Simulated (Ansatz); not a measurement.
Job for Ansatz (a quantum-chemistry and plane-wave program): R-B2PLYP/def2-TZVPP on AuF, 2S+1 = 1, a spin state set in the input, which need not be the lowest, a point of a bond scan (R = 1.941 Å). Elements past Kr take the def2 small-core potentials; no spin–orbit coupling.

Ansatz 0.2 input:
```yaml
crystal:
  periodic: [false, false, false]
  atoms:
    - {symbol: Au, position_ang: [0.00000000, 0.00000000, 0.00000000]}
    - {symbol: F, position_ang: [0.00000000, 0.00000000, 1.94084500]}
basis:
  gaussian:
    orbitals: def2-TZVPP
    pivot_positions_ang: [[0.00000000, 0.00000000, 0.00000000], [0.00000000, 0.00000000, 1.94084500]]
hamiltonian:
  xc: {name: B2PLYP}
magnetization: {spin_polarized: false}
correlation: {electrons: valence}
output: {orbitals: {seedname: ./end}}
```

It printed:

```
WARN ansatz: RAYON_NUM_THREADS=2 ignored (pool sized by the plan → 2); use --threads N
Functional definition: B2PLYP
integrals: 0.04 GiB planned
639 factors; integrals over basis functions are off by at most 4.1e-4 eV
mean field: 0.24 GiB planned
mean field evaluation 1: about -6395.7264 eV, gradient 3.7e1 eV
mean field evaluation 2: about -6395.7264 eV, gradient 3.7e1 eV
mean field evaluation 4: about -6397.8715 eV, gradient 7.0e0 eV
mean field evaluation 8: about -6397.9453 eV, gradient 1.4e-1 eV
mean field evaluation 16: about -6397.9454 eV, gradient 5.1e-6 eV
mean field -6397.94543382 eV, -235.1201580096 hartree, gradient 5.1e-6 eV, S^2 0.000000; 0 other end points of the search recorded, 0 dependent functions left out
1 core orbitals not correlated
reference -6397.94555076 eV, -235.1201623071 hartree; 13, 13 occupied and 73, 73 virtual orbitals, 639 factors
second order -27.22775256 eV of doubles, -0.00000000 eV of singles
Total energy: -6405.29704395 eV, -235.3903246988 hartree
```

The calculation finished and met its thresholds.

Cost: very roughly 2.0 core-seconds.
